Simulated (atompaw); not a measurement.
**An all-electron radial function and its pseudo partner (Nd)**

Columns: radius, all-electron u(r) and pseudo u(r) of the 5d shell (level -3.17 eV) of neodymium in the configuration [Kr] 4d10 4f4 5s2 5p6 5d0 6s1.75 6p0; PBE, scalar-relativistic, PAW (atompaw) scheme, atompaw 4.2.0.5.

```json
{"r (bohr)": "0.115", "all-electron": "0.1388", "pseudo": "0.0003"}
{"r (bohr)": "0.231", "all-electron": "0.0869", "pseudo": "0.0025"}
{"r (bohr)": "0.346", "all-electron": "-0.1032", "pseudo": "0.0081"}
{"r (bohr)": "0.462", "all-electron": "-0.2245", "pseudo": "0.0189"}
{"r (bohr)": "0.577", "all-electron": "-0.2371", "pseudo": "0.0356"}
{"r (bohr)": "0.692", "all-electron": "-0.1736", "pseudo": "0.0590"}
{"r (bohr)": "0.808", "all-electron": "-0.0713", "pseudo": "0.0897"}
{"r (bohr)": "0.923", "all-electron": "0.0417", "pseudo": "0.1266"}
{"r (bohr)": "1.038", "all-electron": "0.1509", "pseudo": "0.1694"}
{"r (bohr)": "1.154", "all-electron": "0.2500", "pseudo": "0.2171"}
{"r (bohr)": "1.269", "all-electron": "0.3341", "pseudo": "0.2672"}
{"r (bohr)": "1.385", "all-electron": "0.4043", "pseudo": "0.3190"}
{"r (bohr)": "1.500", "all-electron": "0.4599", "pseudo": "0.3693"}
{"r (bohr)": "1.615", "all-electron": "0.5030", "pseudo": "0.4168"}
{"r (bohr)": "1.731", "all-electron": "0.5352", "pseudo": "0.4602"}
{"r (bohr)": "1.846", "all-electron": "0.5578", "pseudo": "0.4971"}
{"r (bohr)": "1.962", "all-electron": "0.5727", "pseudo": "0.5272"}
{"r (bohr)": "2.077", "all-electron": "0.5809", "pseudo": "0.5495"}
{"r (bohr)": "2.192", "all-electron": "0.5840", "pseudo": "0.5641"}
{"r (bohr)": "2.308", "all-electron": "0.5828", "pseudo": "0.5717"}
{"r (bohr)": "2.423", "all-electron": "0.5783", "pseudo": "0.5729"}
{"r (bohr)": "2.538", "all-electron": "0.5712", "pseudo": "0.5691"}
{"r (bohr)": "2.654", "all-electron": "0.5621", "pseudo": "0.5615"}
{"r (bohr)": "2.769", "all-electron": "0.5515", "pseudo": "0.5515"}
{"r (bohr)": "2.885", "all-electron": "0.5398", "pseudo": "0.5398"}
{"r (bohr)": "3.000", "all-electron": "0.5273", "pseudo": "0.5273"}
```

Q: How many radial nodes do the two functions have?

A: The all-electron 5d function has n − l − 1 = 2; the pseudo-wave has 0, since the states of the same l below it are removed with the core.

Q: Is the pseudo-wave norm-conserving?

A: No, it belongs to a PAW set: the norm inside the radius is not constrained, and the difference is carried by the augmentation charge.
